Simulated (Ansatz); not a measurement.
```csv
atom,x (Å),y (Å),z (Å)
Cl,0.0000,0.0000,-2.3684
Mg,0.0000,0.0000,0.0000
Cl,0.0000,0.0000,2.3684
```

Basis set: 6-31G* (spherical functions). Left uncorrelated: 11 orbitals. Charge 0, multiplicity 1.

Computed with Ansatz (development build ahead of 0.2.0); each method stands on the lowest determinant of its kind that the runs found. Restricted open shells among the atoms or ions are ROHF, correlated in semicanonical orbitals with singles.

The atomization energy at this shape (free ground-state atoms in the same class of orbitals less the molecule, no zero-point energy) of singlet MgCl2:

```tsv
method	atomization energy
RHF-MP2	7.40 eV
```

Q: What does RHF give?

A: 6.27 eV. Caution: the shape is not the minimum.
